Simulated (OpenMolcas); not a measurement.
Ni2+ with 6 ligands (fluoride) in trigonal prismatic coordination (D3h) at 2 Å, a polar angle of 45.7° against the regular 49.1°. A charge of +0.667 e stands 3.2 Å behind each ligand. Ligand basis ANO-RCC-VDZP.
```
Ni    0.0000    0.0000    0.0000
F     1.4305    0.0000    1.3978
F    -0.7152    1.2388    1.3978
F    -0.7152   -1.2388    1.3978
F     1.4305    0.0000   -1.3978
F    -0.7152    1.2388   -1.3978
F    -0.7152   -1.2388   -1.3978
```

* Program: OpenMolcas 26.06
* Method: SS-CASPT2, IPEA 0.25 Eh, imaginary shift 0.1 Eh (closed shells correlated: 3s 3p and the ligand valence shells)
* Basis: ANO-RCC-VTZP [6s5p3d2f1g]
* Scalar Hamiltonian: DKH2, point nucleus
* Active space: 8 electrons in 5 orbitals (3d)
* State averaging: 2S+1 = 3 even, 10 roots; 2S+1 = 1 even, 15 roots
* Spin-orbit coupling: RASSI with atomic mean-field integrals over the reference wave functions

Question: What is the spin-free ground state (labels of D3, the rotations of D3h)?

Answer: 3A2, 1-fold in its orbital part, 97 % from free-ion F terms; it has the highest spin that d8 allows.

Question: Where is the first state of the same spin?

Answer: 3E at 3970 cm-1 above the ground state.

Question: What are the lowest two levels with spin-orbit coupling?

Answer: A 1-fold level A1, then a 2-fold level E 130 cm-1 above it. Their leading multiplicities are 3 (100 %) and 3 (100 %).

Question: What is χT at 300 K, and how does it compare with the textbook value?

Answer: The lowest level has 2S+1 = 3, for which the spin-only value is χT = S(S+1) / 2 = 1.000 cm3 K/mol (g = 2). The computed 1.770 at 300 K differs by +0.770, through orbital momentum, spin-orbit coupling and any other state in reach.

Roots that are degenerate in the reference are averaged as groups; the widest CASPT2 spread within a group is 85 cm-1 (the 2-fold group of multiplicity 3 near 11200 cm-1 above the lowest state of its run). Shifts and gaps below about the spread of the groups concerned are not significant. Over all roots computed the reference weight is 0.69 to 0.71; a low but even weight reflects the number of correlated electrons. A single d shell leaves out the double-shell effect, which counts most for late 3d ions, where the CASPT2 field can be off either way by tens of per cent. Ligand-to-metal charge-transfer states are missing. For late 3d ions with one d shell CASPT2 can put B and the spin-flip bands somewhat low as well as high. Free-ion shares, where given, are those of the reference states; single-state CASPT2 does not remix them. No measured value stands beside these numbers; the geometry was imposed, not optimised, and the real ion may take another.
